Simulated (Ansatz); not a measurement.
`I[SiH]1NCN1`, charge 0, multiplicity 1.

Problem. Give a relaxed structure at PBE0-D4/def2-TZVP (Ansatz 0.2.0). (Estimate.)

Solution. The calculation gave: 
Cartesian coordinates in Å:
```
I 1.520 0.823 2.551
Si -0.351 0.489 0.979
N -0.089 0.949 -0.652
C 0.053 -0.461 -1.042
N -0.459 -1.038 0.208
H -1.517 1.022 1.711
H 0.503 1.641 -1.075
H -0.576 -0.716 -1.904
H 1.092 -0.746 -1.256
H -0.177 -1.962 0.480
```
Point group Cs.
This is one stationary point; other conformers may exist.
